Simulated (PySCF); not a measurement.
Ti(Cl)3(OMe) (CH3Cl3OTi), SMILES C[O][Ti]([Cl])([Cl])[Cl], multiplicity 1.

Geometry optimised at PBE0-D3(BJ)/def2-SVP. The multiplicity is an assumed one; other spin states were not compared. One conformer was computed; it need not be the lowest.

Computed with TDA-PBE/def2-SVPD run with PySCF.

Vertical excitations; the highest root listed may be one member of a degenerate set. Isolated molecule, no solvent. State labels are in the subgroup Cs.

| state | symmetry | energy (eV) | λ (nm) | f | main pairs |
|---|---|---|---|---|---|
| S1 | A" | 3.95 | 314 | 0.000 | HOMO→LUMO, HOMO−1→LUMO+1, HOMO−2→LUMO+1 (degenerate set) |
| S2 | A' | 3.95 | 314 | 0.000 | HOMO→LUMO+1, HOMO−1→LUMO, HOMO−2→LUMO (degenerate set) |
| S3 | A" | 3.96 | 313 | 0.000 | HOMO−1→LUMO+1 50 %, HOMO→LUMO 50 % |
| S4 | A' | 4.06 | 306 | 0.010 | HOMO→LUMO+1 47 %, HOMO−1→LUMO 47 % |
| S5 | A' | 4.21 | 295 | 0.022 | HOMO−2→LUMO, HOMO−1→LUMO, HOMO→LUMO+1 (degenerate set) |
| S6 | A" | 4.21 | 295 | 0.022 | HOMO−2→LUMO+1, HOMO→LUMO, HOMO−1→LUMO+1 (degenerate set) |
| S7 | A' | 4.72 | 263 | 0.000 | HOMO−3→LUMO+1 (degenerate set) |
| S8 | A" | 4.72 | 263 | 0.000 | HOMO−3→LUMO (degenerate set) |
| S9 | A" | 4.72 | 263 | 0.000 | HOMO−5→LUMO+1, HOMO−4→LUMO (degenerate set) |
| S10 | A' | 4.78 | 260 | 0.001 | HOMO−5→LUMO 38 %, HOMO−4→LUMO+1 38 %, HOMO−1→LUMO+3 10 %, HOMO→LUMO+2 10 % |
| T1 | A' | 3.78 | 328 | 0 | HOMO−2→LUMO, HOMO−1→LUMO, HOMO→LUMO+1 (degenerate set) |
| T2 | A" | 3.78 | 328 | 0 | HOMO−2→LUMO+1, HOMO−1→LUMO+1, HOMO→LUMO (degenerate set) |
| T3 | A' | 3.82 | 325 | 0 | HOMO−1→LUMO 49 %, HOMO→LUMO+1 49 % |
| T4 | A" | 3.86 | 322 | 0 | HOMO→LUMO 50 %, HOMO−1→LUMO+1 50 % |
Triplets are in the Tamm–Dancoff approximation.
